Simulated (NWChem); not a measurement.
Molecule: CdH$_{2}$O; SMILES [OH][CdH]

```xyz
4

Cd    -0.0040     0.2840     0.0000
H     -0.0464     1.9265     0.0000
O     -0.0696    -1.6816     0.0000
H      0.7948    -2.1058     0.0000
```
Atoms are numbered in this order, from 1.

Computed with NWChem. All runs use the structure optimised with PBE0/def2-SVP. def2 effective core potentials on Cd; no spin-orbit coupling. Vertical excitations in the gas phase; the lowest state need not have the same character in each row.

```
level                           lowest excitation, singlet (eV)  oscillator strength of that lowest state  orbital gap (eV)
------------------------------  -------------------------------  ----------------------------------------  ----------------
PBE/def2-SVP, full TDDFT                                   4.79                                     0.010              4.68
B3LYP/def2-SVP, full TDDFT                                    …                                         …                 …
BHandHLYP/def2-SVP, full TDDFT                             5.83                                     0.024              9.11
CAM-B3LYP/def2-SVP, full TDDFT                             5.51                                     0.022              9.19
```

Complete the blanks.


- B3LYP/def2-SVP, full TDDFT, lowest excitation, singlet (eV): 5.17
- B3LYP/def2-SVP, full TDDFT, oscillator strength of that lowest state: 0.018
- B3LYP/def2-SVP, full TDDFT, orbital gap (eV): 6.43
